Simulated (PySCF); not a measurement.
BeHF, SMILES [BeH][F].

The structure is a stationary point at PBE0-D3(BJ)/def2-TZVPD.

Method: PBE0-D3(BJ)/def2-TZVPD run with PySCF 2.14.0.

No scaling factor is applied to the harmonic values.

Modes within 1.5 cm⁻¹ of each other (mostly degenerate sets) share a row, with their intensities summed.

| mode | ν (cm⁻¹) | IR (km/mol) | Raman (Å⁴/amu) | depolarisation | moving atoms (share of kinetic energy) |
|---|---|---|---|---|---|
| 1–2 | 558 | 464.0 | 1.3 | 0.75 | H 67 %, Be 29 % |
| 3 | 1187 | 84.5 | 10.1 | 0.05 | Be 53 %, F 34 %, H 13 % |
| 4 | 2192 | 126.0 | 126.8 | 0.03 | H 84 %, Be 16 % |
